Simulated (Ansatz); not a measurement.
`[SiH3][GeH]1[CH2][SiH2]1`, relaxed with RKS PBE0-D4/def2-TZVP in Ansatz 0.2.0 from a PBE-D4/def2-SVP geometry. The force threshold is 0.005 eV/Å; the program also tests the step.

The species carries charge 0 and has multiplicity 1.

Start:

```xyz
12

Si   -0.049   -1.886   -1.253
Ge   -0.678   -0.371    0.459
C     0.838    0.825    1.109
Si   -0.412    1.932    0.200
H    -1.256   -2.387   -1.999
H     0.697   -3.069   -0.689
H     0.853   -1.148   -2.208
H    -1.550   -0.881    1.631
H     1.823    0.658    0.638
H     0.920    0.929    2.206
H     0.020    2.497   -1.120
H    -1.206    2.899    1.027
```

Task: By how much does the energy fall, and how many steps does the optimiser take? (Best estimate.)

Result: The calculation gave: 4.10 kJ/mol, in 7 steps.

Task: Which bonds change most? (Best estimate.)

Result: Ansatz gave: C3–Si4 from 1.900 to 1.873 Å; Ge2–Si4 from 2.332 to 2.305 Å; Si1–H6 from 1.508 to 1.487 Å; Si1–H7 from 1.507 to 1.487 Å.

Task: Give the relaxed structure. (Best estimate.)

Result: The calculation gave: 
```xyz
12

Si   -0.046   -1.875   -1.238
Ge   -0.671   -0.365    0.460
C     0.832    0.829    1.091
Si   -0.411    1.910    0.200
H    -1.234   -2.337   -2.002
H     0.659   -3.062   -0.685
H     0.874   -1.151   -2.155
H    -1.530   -0.880    1.620
H     1.796    0.659    0.619
H     0.919    0.930    2.169
H     0.000    2.477   -1.105
H    -1.189    2.864    1.026
```
